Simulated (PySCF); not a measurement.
C₃H₅ClOSi, SMILES Cl[Si@@H]1CC=CO1. Geometry optimised at B3LYP-D3(BJ)/def2-SVP. The structure was generated by enumeration; whether it is a known compound was not checked. Other conformers were not sampled.

Computed equilibrium geometry at B3LYP-D3(BJ)/def2-SVP (PySCF confirms it by a frequency run) as a Z-matrix (one conformer of several):
```
C
H 1 1.1026
H 1 1.1053 2 106.92
C 1 1.5175 2 112.94 3 -123.94
C 4 1.3423 1 115.40 2 -125.42
O 5 1.3763 4 119.03 1 0.29
H 4 1.0916 5 122.02 6 -179.70
H 5 1.0922 4 126.62 7 0.35
Si 6 1.6990 5 108.98 8 -174.20
H 9 1.4778 6 109.98 5 -132.44
Cl 9 2.0728 10 107.45 6 119.87
```
Charge 0, spin multiplicity 1.
